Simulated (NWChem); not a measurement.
System: CH$_{3}$BeBr; SMILES [Be]([CH3])[Br]

The following NWChem deck was run.

```
start job
memory heap 200 mb stack 900 mb global 1100 mb
geometry units angstroms noautosym nocenter noautoz
  Be    -0.000100    -1.120062     0.000614
  Br     0.000837     0.850650     0.000176
  C     -0.000373    -2.797475    -0.000982
  H     -0.761403    -3.206606    -0.679064
  H     -0.206383    -3.209701     0.995888
  H      0.966698    -3.207161    -0.322317
end
basis spherical
  Be library def2-svpd
  Br library def2-svpd
  C library def2-svpd
  H library def2-svpd
end
dft
  xc slater vwn_5
  iterations 150
end
tddft
  nroots 8
  notriplet
end
task tddft energy
```

All runs use the structure optimised with B3LYP/6-31G* (spherical d).

Vertical excitations in the gas phase.

Task: What results follow from this input? (LDA (Slater exchange, VWN5)/def2-SVPD, full TDDFT.) Quantities: lowest excitation, singlet (eV); oscillator strength of that lowest state; lowest state with f > 0.02, singlet (eV); oscillator strength of that bright state; orbital gap (eV).

Result: 
```
Quantity                                  Result
----------------------------------------  ------
lowest excitation, singlet (eV)             6.48
oscillator strength of that lowest state   0.000
lowest state with f > 0.02, singlet (eV)    6.98
oscillator strength of that bright state   0.069
orbital gap (eV)                            6.48
```
